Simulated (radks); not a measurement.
All-electron atom: the thulium ion Tm7+ in [Kr] 4d10 4f11 5s2 5p3. All-electron calculation, Dirac Kohn-Sham, LB94 model potential, spin-unpolarised, spherical densities, finite nucleus; open shells fill j = l - 1/2 first; Fermi nuclear charge, rms radius 5.2256 fm. Program: a radial shooting solver on a logarithmic mesh with Libxc functionals.

Normalised radial functions P(r) = r R(r) (large component), r in bohr:

```
   r/bohr * 4d3/2, o 5s1/2, + 5p3/2 (the largest magnitude, 1.46, reaches the edge; | marks zero, & curves that meet)
 0.001905                             & o
 0.002501                             & o
 0.003283                             & o
 0.004343                             &  o
 0.005701                             &  o
 0.007483                             *+ o
 0.009822                             *+ o
    0.013                             * +o
  0.01706                             |*&
  0.02239                             |& +
  0.02939                           o | * +
  0.03889                         o   |   *+
  0.05104                        o    |    +*
    0.067                        o    |  +     *
  0.08794                            o+            *
   0.1164                         +   |   o           *
   0.1527                      +      |       o     *
   0.2005                        +    |     o*
   0.2631                        *  o |+
   0.3482          *        o         |       +
    0.457  *                o         |         +
   0.5998    *                        |o +
   0.7873            *       +        |              o
    1.042           +         *       |                    o
    1.367           +              *  |                o
    1.795                 +          *|       o
    2.356                        +    *  o
    3.117                            +&
    4.091                             &
```

4d3/2: eigenvalue -298.08 eV, 1 radial node at r = 0.237 bohr, <r> = 0.561 bohr, 90 % of the charge inside 0.843 bohr. 5s1/2: eigenvalue -162.77 eV, 4 radial nodes at r = 0.0241, 0.0956, 0.249, 0.587 bohr, <r> = 1.14 bohr, 90 % of the charge inside 1.62 bohr. 5p3/2: eigenvalue -129.09 eV, 3 radial nodes at r = 0.0882, 0.256, 0.639 bohr, <r> = 1.30 bohr, 90 % of the charge inside 1.85 bohr.
